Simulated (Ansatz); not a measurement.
Breaking the Cd1–H2 bond in CdH4Si (SMILES [SiH3][CdH]) (multiplicity 1 held, fragments rigid). Energies count from the point at 1.699 Å.
Geometry at that point (charge 0, multiplicity 1):
| atom | x (Å) | y (Å) | z (Å) |
|---|---|---|---|
| Cd | -0.5664 | -0.3105 | -0.0798 |
| H | -2.0453 | -1.1213 | -0.2881 |
| Si | 1.6349 | 0.8963 | 0.2303 |
| H | 2.2491 | 0.5938 | 1.5500 |
| H | 1.4709 | 2.3720 | 0.1537 |
| H | 2.6257 | 0.5132 | -0.8099 |

U- levels take the lowest unrestricted solution at each point, which mixes spins at long bonds. Active spaces are followed from a long bond inwards. Curves can end on different states.

Correlated levels freeze the cores.

Programs: Ansatz (Gaussian orbitals). Each number belongs to the level named beside it. In def2 rows elements past Kr take small-core potentials, without spin–orbit coupling.

Energies in kJ/mol.

```tsv
R (Å)	U-HF/def2-SVP	U-MP2/def2-SVP	U-SCS-MP2/def2-SVP	U-CCSD(T)/def2-SVP	CASSCF(2,2)/def2-SVP	FIC-MRCISD+Q on CASSCF(2,2)/def2-SVP
1.359	…	95	100	102	129	104
1.529	27	16	18	19	31	20
1.699	0	0	0	0	0	0
1.869	9	16	15	13	4	13
2.039	37	49	47	42	26	41
2.294	…	109	106	95	70	94
2.549	148	183	183	148	117	146
2.974	191	243	249	220	181	213
3.399	…	263	270	263	223	254
3.908	213	271	279	280	249	277
4.588	216	274	281	284	260	286
5.438	216	274	282	284	262	288
```

### Question
Complete the blanks.

### Answer

- 2.294, U-HF/def2-SVP: 94
- 1.359, U-HF/def2-SVP: 123
- 3.399, U-HF/def2-SVP: 207

Doubts at one or more of the structures used: a spin-contaminated determinant (U-HF/def2-SVP, U-MP2/def2-SVP, U-SCS-MP2/def2-SVP, U-CCSD(T)/def2-SVP).

Ansatz is a first-principles code.
